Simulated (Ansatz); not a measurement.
```yaml
crystal:
  periodic: [false, false, false]
  atoms:
    - {symbol: C, position_ang: [0.029357, -0.504129, -0.999372]}
    - {symbol: N, position_ang: [0.238484, -1.387256, 0.183327]}
    - {symbol: Si, position_ang: [0.061406, 0.498950, 0.906334]}
    - {symbol: O, position_ang: [-0.280119, 0.797255, -0.792868]}
    - {symbol: H, position_ang: [-0.081290, -0.974405, -1.986257]}
    - {symbol: H, position_ang: [-0.936498, 0.695958, 1.496493]}
    - {symbol: H, position_ang: [1.332229, 0.923379, 1.367806]}
basis:
  gaussian: {orbitals: cc-pVTZ}
hamiltonian: {xc: {name: LC-wPBE}}
accuracy: high
relax: {f_tol: 0.0001, max_steps: 2}
output: {forces: true}
```

```sh
$ ansatz run in.yaml --threads 2 --pin off --events-out ev --progress --plain --max-ram 4352MiB
```

Shortened log:

```
Functional definition: LC-wPBE
3175 factors; integrals over basis functions are off by at most 2.2e-9 eV
623 factors; integrals over basis functions are off by at most 8.5e-10 eV
mean field evaluation 1: about -12488.3583 eV, gradient 5.3e1 eV
mean field evaluation 2: about -12485.7940 eV, gradient 6.4e1 eV
mean field evaluation 4: about -12493.6072 eV, gradient 4.5e0 eV
mean field evaluation 8: about -12493.6497 eV, gradient 1.0e-1 eV
mean field evaluation 16: about -12493.6498 eV, gradient 5.3e-5 eV
mean field -12493.64980243 eV, -459.1331617392 hartree, gradient 6.9e-8 eV, S^2 0.000000; 0 other end points of the search recorded, 0 dependent functions left out
reference -12493.64980243 eV, -459.1331617392 hartree; 19, 19 occupied and 147, 147 virtual orbitals, 3175 factors
relax step   1: F+E_penalty+E_count = -12493.64980243 eV  Δ(F+E_penalty+E_count) = +0.000e0 eV  max|allowed force component| = 9.403e0 eV/Å  Δτ_max = 0.0000 Å  (37 SCF iters, accepted)
3186 factors; integrals over basis functions are off by at most 2.8e-9 eV
623 factors; integrals over basis functions are off by at most 1.1e-9 eV
mean field -12495.95806576 eV, -459.2179888520 hartree, gradient 1.7e-8 eV, S^2 0.000000; 0 other end points of the search recorded, 0 dependent functions left out
reference -12495.95806576 eV, -459.2179888520 hartree; 19, 19 occupied and 147, 147 virtual orbitals, 3186 factors
relax step   2: F+E_penalty+E_count = -12495.95806576 eV  Δ(F+E_penalty+E_count) = -2.308e0 eV  max|allowed force component| = 4.275e0 eV/Å  Δτ_max = 0.1770 Å  (51 SCF iters, accepted)
Error: geometry relaxation did not converge after 2 steps: max|allowed force component| = 4.28e0 eV/Å (threshold 1.0e-4). Raise `relax.max_steps` over both its present limit and 2, loosen `relax.f_tol`, or start from a geometry closer to equilibrium. Where this run's directory can be resumed (`checkpoint.write`), a resume goes on for up to `relax.max_steps` more
```

**Question.** What is wrong with this run?

**Answer.** The relaxation is allowed too few steps for its threshold. No converged result was reached.
